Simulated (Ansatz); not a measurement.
## One elementary step

Start structure (BH2Cl3O, closed shell), relaxed at PBE0-D4/def2-TZVP:

```tsv
atom	x (Å)	y (Å)	z (Å)
B1	-0.6237	0.9638	0.0110
O2	-0.2868	-0.2886	0.3830
Cl3	0.3576	1.7611	-1.1836
Cl4	-2.0151	1.7683	0.7139
H5	1.2463	-1.3680	-0.3063
Cl6	2.1921	-2.1660	-0.6645
H7	-0.8704	-0.6707	1.0464
```

The step: BHCl₂O ([OH][B]([Cl])[Cl]) + HCl → BCl₃ ([Cl][B]([Cl])[Cl]) + H₂O (still joined by a long B–O bond); bonds formed: B1–Cl6, O2–H5; bonds broken: H5–Cl6; bonds weakened to dative contacts: B1–O2. Program: Ansatz 0.2.0. Basis: def2-TZVPP and def2-QZVPP. Cores are frozen in the correlated methods. Extrapolation: Hartree–Fock as exp(−7.88 √X), correlation as X^−2.97. Energies below are by CCSD(T) at an estimated basis limit (MP2 extrapolated from triple and quadruple zeta, plus CCSD(T) − MP2 in triple zeta).

Question: What are the electronic barrier and the energy of the step, from the start structure to the end structure? (An estimate is asked for; the value comes from the calculation.)

Answer: By the calculation: Barrier 118.6 kJ/mol; step energy 35.4 kJ/mol (uphill); reverse barrier, their difference, 83.2 kJ/mol. Barrier and step energy count from the start structure, the reverse barrier from the end structure.

The saddle point: One imaginary mode of 1015i cm⁻¹.
```csv
pair,start (Å),saddle (Å),end (Å)
B1–Cl6,4.26,2.24,1.82
O2–H5,2.00,1.24,0.97
B1–O2,1.35,1.48,1.66
H5–Cl6,1.29,1.53,2.48
```

Zero-point energy (harmonic, PBE0-D4): ZPE is 79.3 kJ/mol at the start and 74.7 kJ/mol at the saddle, so the barrier goes from 118.6 to 114.1 kJ/mol.

No T1 diagnostic of these runs exceeds 0.011. The end structure is not quite a true minimum (one mode of 32i cm⁻¹).

Hydrogen chloride, the by-product of chloride precursors, can attack films and sites by steps of this kind.

Labels in which every atom is bracketed show which atoms are joined, not bond orders.

For scale, one of the runs: CCSD(T)/def2-TZVPP, 216 basis functions (an equivalent command: `ansatz run in.yaml --threads 4`). Hardware: 4 CPU threads, shared host. Wall time 87 s; peak host memory 3.1 GiB.
